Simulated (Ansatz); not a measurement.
Geometry optimisation, RKS B3LYP-D4/def2-SVP (Ansatz).

input.yaml

```yaml
crystal:
  periodic: [false, false, false]
  atoms:
    - { symbol: C, position_ang: [-0.9882, 1.6684, 0.7] }
    - { symbol: C, position_ang: [-0.3336, 0.6413, 0.3029] }
    - { symbol: Si, position_ang: [1.2641, 0.2822, 1.1033] }
    - { symbol: B, position_ang: [-0.8052, -0.2885, -0.8379] }
    - { symbol: C, position_ang: [-0.0788, -1.5902, -1.3477] }
    - { symbol: H, position_ang: [-0.6718, 2.3881, 1.469] }
    - { symbol: H, position_ang: [-1.9659, 1.9539, 0.234] }
    - { symbol: H, position_ang: [2.39944, 0.24072, 0.12027] }
    - { symbol: H, position_ang: [1.26768, -1.03534, 1.73194] }
    - { symbol: H, position_ang: [1.58918, 1.30458, 2.13149] }
    - { symbol: H, position_ang: [-1.9285, -0.0516, -1.3206] }
    - { symbol: H, position_ang: [0.0796, -2.2776, -0.4662] }
    - { symbol: H, position_ang: [-0.7042, -2.0639, -2.1479] }
    - { symbol: H, position_ang: [0.8828, -1.2654, -1.711] }
basis:
  gaussian: { orbitals: def2-SVP }
hamiltonian:
  xc: b3lyp
  dispersion: d4
relax:
  f_tol: 0.015
  max_steps: 40
```

Command:

```bash
$ ansatz run input.yaml --threads 2 --pin off --max-ram 3072MiB --backend cpu --events-out ev --progress --plain --runs-dir out
```

Task: Where does it end, and by what steps?

Result: The run converged. After 5 steps the energy has fallen by 0.390 eV; H9 moved furthest, 0.09 Å.

```
step  energy less start (eV)  largest force component (eV/Å)  accepted
   0                  0.0000                           4.099       yes
   1                 -0.2923                           1.353       yes
   2                 -0.3302                           0.573       yes
   3                 -0.3857                           0.211       yes
   4                 -0.3902                           0.052       yes
   5                 -0.3905                           0.014       yes
```

```xyz
14
Properties=species:S:1:pos:R:3
C -1.033 1.704 0.666
C -0.310 0.621 0.298
Si 1.339 0.263 1.136
B -0.887 -0.295 -0.828
C -0.129 -1.564 -1.356
H -0.710 2.407 1.446
H -1.996 1.931 0.191
H 2.451 0.247 0.138
H 1.315 -1.077 1.797
H 1.633 1.303 2.168
H -1.964 0.022 -1.291
H 0.083 -2.258 -0.519
H -0.652 -2.124 -2.145
H 0.867 -1.273 -1.740
```

The run took 15 s on 2 threads of AMD EPYC 9R14 (Zen 4), on a shared host, peak memory 0.29 GiB.
